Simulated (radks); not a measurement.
Question: The boron ion B+, [He] 2s2. Method: non-relativistic Kohn-Sham, LDA (Slater exchange, Perdew-Wang correlation), spin-polarised, spherical densities, point nucleus; computed with a radial shooting solver on a logarithmic mesh with Libxc functionals. Every spin shell is full or empty, so the densities are truly spherical. Functionals are evaluated on that one density, not self-consistently. Rank these exchange functionals by their error against the exact value of the orbitals, and give that value: LDA, B88, PW86, OPTX, SOGGA, B86b, TPSS, MS2, Tao-Mo, TASK, MVS.

Answer: Exact: -3.45925 hartree. From best to worst, with 100 (|E| - |E exact|)/|E exact| (equal figures are ties): OPTX 0.00, B86b -0.08, B88 -0.15, MVS -0.47, TPSS +0.50, MS2 +0.59, Tao-Mo +0.66, PW86 +0.75, TASK -2.51, SOGGA -5.45, LDA -12.94.
